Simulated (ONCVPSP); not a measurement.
Configuration tests for copper (ONCV)

ONCVPSP 4.0.1 input, shortened (lines: element, Z, core and valence counts, functional; n l f; lmax; l rc ep ncon nbas qcut; lloc lpopt rc5 dvloc0; l nproj debl; icmod fcfact rcfact), PBE, scalar-relativistic:

```
  Cu 29.00    3    3        4      upf
    1    0    2.00
    2    0    2.00
    2    1    6.00
    3    0    2.00
    3    1    6.00
    3    2    8.00
    3
    0    0.80    0.00    5    9    7.30
    1    0.90    0.00    4    8   18.30
    2    0.95    0.00    3    8   16.60
    3    1.00    0.19    3    8   11.40
    4    2    0.50    6.00
    0    2    0.30
    1    3    3.70
    2    2    1.30
    3    2    1.60
    2    0.35    0.70
```

In the s channel the program set the typed energies aside and used -5.905, 0.250 Ha. In the p channel the program set the typed energies aside and used -4.329, 0.250, 3.950 Ha. In the d channel the program set the typed energies aside and used -1.797, 0.250 Ha.

Energies are relative to the spin-unpolarised reference configuration 3s2 3p6 3d8; without spin polarisation the order of configurations can differ from experiment.

```tsv
valence configuration	charge	ΔE all-electron (eV)	error AE − PS (meV)
3s2 3p6 3d10 4s1	0	-68.502	+9.4
3s2 3p6 3d10	+1	-60.352	+15
3s2 3p6 3d9 4s1	+1	-56.922	+6.8
```

Q: What are ΔE and the potential's error for 3s2 3p6 3d9?

A: ΔE = -39.020 eV all-electron; the error (AE − PS) is +9.0 meV.

Levels in the configuration 3s2 3p6 3d9:

```
level  all-electron (eV)  pseudo (eV)
   3s           -140.286     -140.263
   3p            -97.619      -97.595
   3d            -29.628      -29.636
```
